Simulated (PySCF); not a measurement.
**Electric field gradients and quadrupole coupling constants**

Species: C₆H₇NS.
Geometry (GFN2-xTB, Å), atoms numbered from 1 in this order:
```
atom  x, y, z in Å
N1    -0.7435   -2.2910    1.6696
C2    -0.6830   -1.6356    0.7351
C3    -0.5972   -0.7738   -0.4263
C4    -1.4123    0.4658   -0.1572
C5    -0.9113    1.6423    0.1980
S6     0.7668    2.0313    0.4612
C7     1.4985    0.3625    0.3813
C8     0.8727   -0.4539   -0.7350
H9    -1.0377   -1.3163   -1.2729
H10   -2.4823    0.3565   -0.2572
H11   -1.5446    2.5022    0.3458
H12    2.5639    0.5154    0.2137
H13    1.3509   -0.1167    1.3502
H14    1.4309   -1.3857   -0.8562
H15    0.9240    0.1050   -1.6720
```

Field gradients from the PBE0/pcSseg-1 density (PySCF, non-relativistic), principal values in atomic units, ordered |Vxx| ≤ |Vyy| ≤ |Vzz|:

```csv
atom,Vxx,Vyy,Vzz
N1,0.4461,0.5205,-0.9666
S6,0.3121,2.2791,-2.5911
```

Find the asymmetry η = (Vxx − Vyy)/Vzz and the couplings χ = eQV/h (234.96 MHz × Q in barn × V in au), with Q(14N) = 0.02044 b, Q(33S) = −0.0678 b.

```
atom       environment  nucleus     η  χzz (MHz)  χxx (MHz)  χyy (MHz)
  N1  nitrile nitrogen      14N  0.08     -4.642      2.143      2.500
  S6    sulfide sulfur      33S  0.76      41.28      -4.97     -36.31
```

The tensor is traceless: Vxx + Vyy + Vzz = 0.

What is Vzz at S6 in SI units (1 au = 9.71736 × 10²¹ V/m²)?

-2.5911 au = -25.179 × 10²¹ V/m².

What couplings would deuterons (Q(2H) = 0.00286 b) have in place of the hydrogens, at this geometry?

```csv
atom,bonded to,bond length (Å),Vzz (au),η,χzz (kHz)
H9,C3,1.098,0.2876,0.01,193
H10,C4,1.080,0.3275,0.10,220
H11,C5,1.078,0.3294,0.08,221
H12,C7,1.089,0.3057,0.05,205
H13,C7,1.091,0.2960,0.02,199
H14,C8,1.093,0.2981,0.03,200
H15,C8,1.092,0.2982,0.03,200
```

Geometry: GFN2-xTB, one conformer, isolated molecule. GFN2-xTB bond lengths can be off by several hundredths of an ångström, more for odd bonds, and the gradients follow them. With so small a basis the couplings can be 20 % off.

These values come from a run that also computed NMR shieldings. On an Arm Neoverse N1 with one thread, on a shared host, this took 43 s of wall time.
